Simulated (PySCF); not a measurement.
## Which is lower?

Two relaxed structures of CH3InO, singlet (PBE0-D4/def2-TZVP; forces vanish, vibrations not checked).

A:

| atom | x (Å) | y (Å) | z (Å) |
| --- | --- | --- | --- |
| O1 | -0.8777 | -1.8736 | 1.1172 |
| C2 | -0.8603 | -0.8038 | 0.4178 |
| In3 | 0.3169 | 0.9326 | 0.0892 |
| H4 | -0.1243 | -1.9916 | 1.7249 |
| H5 | 1.2393 | 0.9244 | -1.3630 |
| H6 | -0.2887 | 2.3717 | 0.8116 |

B:

```xyz
6
angstrom
O -0.2684 -1.6592 0.9179
C -0.0939 -1.5975 -0.2764
In 0.1805 1.2598 0.4113
H -0.9315 -1.4671 -0.9875
H 0.9070 -1.7206 -0.7313
H -0.0466 1.3707 2.2157
```

Program: PySCF 2.14 with density fitting (its default auxiliary sets; JK sets also for MP2 and CCSD(T)). Basis: def2-TZVPP. Cores are frozen in the correlated methods. Filled d shells of the heavier atoms are correlated. Core potentials replace the inner electrons of the atoms past krypton. The def2 sets are not built for correlating such inner shells, so the correlated values are less sure here. B3LYP uses VWN-RPA correlation.

Which structure is lower at CCSD(T), and by how much? (Judge from chemistry; the value comes from the calculation.)

Computed: B, by 63.67 kcal/mol (electronic energy, against the other). By their contacts, A is CH₃InO ([OH][C][InH2]) and B is a complex of CH₂O ([CH2][O]) + InH.

All methods give the same order:

```tsv
method	E(B) − E(A) (kcal/mol)
PBE-D4	-65.55
r2SCAN-D4	-63.62
PBE0-D4	-65.40
B3LYP-D4	-69.38
wB97M-V	-63.00
HF	-67.60
MP2	-70.03
CCSD	-65.05
CCSD(T)	-63.67
```

T1 diagnostic: at most 0.024. The restricted Hartree–Fock reference is unstable towards an unrestricted one at one or more of these structures.

Labels in which every atom is bracketed show which atoms are joined, not bond orders.

For scale, one of the runs: CCSD(T)/def2-TZVPP, 154 basis functions, launched by `OMP_NUM_THREADS=2 python run.py`. The run took 2.7 min on 2 CPU threads of an Intel Xeon (shared host), with 1.4 GiB of host memory at its peak.
